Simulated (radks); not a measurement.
Values are calculated unless marked as measured or tabulated.
Question: The lithium ion Li2+, 1s1. Level of theory: non-relativistic Kohn-Sham, exchange-only B88, spin-polarised, spherical densities, point nucleus (a radial shooting solver on a logarithmic mesh with Libxc functionals). Every spin shell is full or empty, so the densities are truly spherical. Functionals are evaluated on that one density, not self-consistently. Rank these exchange functionals by their error against the exact value of the orbitals, and give that value: LDA, B88, PBE, PBEsol, revPBE, PW91, AM05, B86b, G96, EV93, APBE, revTPSS, SCAN, r2SCAN, Tao-Mo.

Answer: Exact: -0.932651 hartree. From best to worst, with 100 (|E| - |E exact|)/|E exact| (equal figures are ties): revTPSS +0.06, r2SCAN +0.07, SCAN +0.07, Tao-Mo +0.10, G96 -0.31, APBE -0.41, revPBE -0.49, B88 -0.75, B86b -1.01, PW91 -1.66, PBE -1.96, EV93 +3.87, PBEsol -6.23, AM05 -10.95, LDA -14.17.
